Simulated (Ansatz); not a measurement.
Basis sets compared for Ga3N3H12, a cluster cut from wurtzite GaN (hydrogen-capped). The state is a singlet with charge 0. Geometry PBE0-D4/def2-SVP. Ansatz on 4 threads of Arm Neoverse V2 on a shared host; times are rough, and most runs start from earlier orbitals.

Cartesian coordinates in Å:
```
N 0.5589 -0.0645 1.7329
Ga -1.4288 0.0196 1.4560
N -1.6115 -0.7564 -0.3877
Ga 1.8195 0.8123 0.4380
N 1.2809 -0.0491 -1.2948
Ga -0.6182 0.0347 -1.9440
H 0.7252 0.4030 2.6277
H 0.8483 -1.0288 1.9055
H -2.0657 -1.0318 2.4509
H -1.8445 1.5303 1.3886
H -1.4689 -1.7675 -0.3582
H -2.6022 -0.6575 -0.6235
H 3.2645 0.2682 0.7796
H 1.4491 2.3342 0.3574
H 1.6203 -1.0121 -1.3277
H 1.8314 0.4273 -2.0137
H -1.0237 1.5454 -2.0594
H -0.7344 -1.0076 -3.1276
```

The 6-31G sets use Cartesian d functions.

Binding counts from free atoms (N quartet, Ga doublet, H doublet) in the same basis, without a counterpoise term.

```
                          level  functions  energy (Eh)  HOMO (eV)  LUMO (eV)  binding per atom (eV)  wall time
                      HF/STO-3G         81   -5871.0652      -6.03       9.86                      –     0.85 s
                       HF/6-31G        138   -5939.1778     -10.73       2.48                   2.05      2.3 s
                   HF/def2-TZVP        309   -5940.2765     -10.81       2.60                   2.12       11 s
                PBE-D4/def2-SVP        198   -5944.2126      -6.41      -0.48                   3.06        4 s
               PBE-D4/def2-TZVP        309   -5945.1503      -6.47      -0.81                   3.04        7 s
               PBE0-D4/def2-SVP        198   -5944.3619      -7.67       0.33                   3.03        7 s
PBE0-D4/def2-TZVP (with forces)        309   -5945.2921      -7.71       0.00                   3.01       22 s
```

**Question.** Estimate the rows for HF/def2-TZVPD, PBE-D4/def2-TZVPD, PBE0-D4/def2-TZVPD.

**Answer.** 
```json
{"level": "HF/def2-TZVPD", "functions": "381", "energy (Eh)": "-5940.2786", "HOMO (eV)": "-10.80", "LUMO (eV)": "1.24", "binding per atom (eV)": "2.12", "wall time": "17 s"}
{"level": "PBE-D4/def2-TZVPD", "functions": "381", "energy (Eh)": "-5945.1530", "HOMO (eV)": "-6.48", "LUMO (eV)": "-1.16", "binding per atom (eV)": "3.05", "wall time": "11 s"}
{"level": "PBE0-D4/def2-TZVPD", "functions": "381", "energy (Eh)": "-5945.2944", "HOMO (eV)": "-7.72", "LUMO (eV)": "-0.46", "binding per atom (eV)": "3.01", "wall time": "22 s"}
```
